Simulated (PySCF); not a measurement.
**Correlation energy of Ar⁸⁺ (argon, charge +8)**

Starting occupation: [Ne]. All numbers are calculated (PySCF 2.14, X2C-1e with screened-nucleus spin-orbit coupling, Gaussian nucleus, in an uncontracted even-tempered set (19 s from 0.19 bohr⁻², ratio 2.6; 12 p from 0.25 bohr⁻², ratio 2.6; 7 d from 0.26 bohr⁻², ratio 2.8; 3 f from 13 bohr⁻², ratio 2.8)). Frozen: 1s2; 8 electrons correlated; the 46 highest virtual spinors left out.

MP2 pair energies summed by pair of shells (mhartree):

```
       pair  energy  share (%)
2p1/2-2p3/2  -94.27       33.4
2p3/2-2p3/2  -89.67       31.8
2p3/2-2s1/2  -43.95       15.6
2p1/2-2s1/2  -22.04        7.8
2p1/2-2p1/2  -21.35        7.6
2s1/2-2s1/2  -10.85        3.8
```

Total MP2 correlation energy: -282.13 mhartree.

The virtual space was cut to 44 spinors, which keep -212.91 of the -282.13 mhartree of MP2 correlation.

| level | correlation energy (mhartree) |
| --- | --- |
| CCSD | -215.95 |
| (T) | -0.17 |
| CCSD(T) | -216.12 |

Diagnostics: T1 = 0.00056, largest double amplitude 0.011.

Is a single reference adequate?

Yes: T1 lies below 0.03 and no double amplitude reaches 0.07.

The coupled-cluster values are those of the cut space; adding the MP2 remainder, -69.22 mhartree, estimates the full space.
